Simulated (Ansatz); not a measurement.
ZrTe₂⁻, relaxed as a doublet with UKS r2SCAN-D4/def2-TZVPD in Ansatz, starting from the GFN2-xTB geometry. Force threshold 0.02 eV/Å.

In the def2 sets Te, Zr take a core potential; there is no spin–orbit coupling. The structure comes from a short search, and lower isomers may exist.

Start:

Cartesian coordinates in Å:
```
Zr 0.3168 0.5658 -1.1369
Te 1.1526 0.6359 1.3910
Te -1.4694 -1.2018 -0.2541
```

| step | energy (eV) | largest force component (eV/Å) | SCF passes |
| --- | --- | --- | --- |
| 1 | -15876.6089 | 1.674 | 25 |
| 2 | -15877.1238 | 0.462 | 37 |
| 3 | -15877.2919 | 0.426 | 31 |
| 4 | -15877.3284 | 0.034 | 31 |
| 5 | -15877.3297 | 0.006 | 24 |

Force components are those of the run's own axes.

End:

```xyz
3

Zr    0.216    0.387   -0.777
Te    1.526    0.952    1.414
Te   -1.742   -1.339   -0.637
```

By distances, no bond broke or formed. The bond that changes most is Zr1–Te3, from 2.66 to 2.61 Å (atoms count from 1). The end is the same structure that another start reached, the lowest one found.

No frequencies were taken in this run, so the end may be a saddle point.

It took 22 s on 4 threads of Arm Neoverse V2 on a shared host.
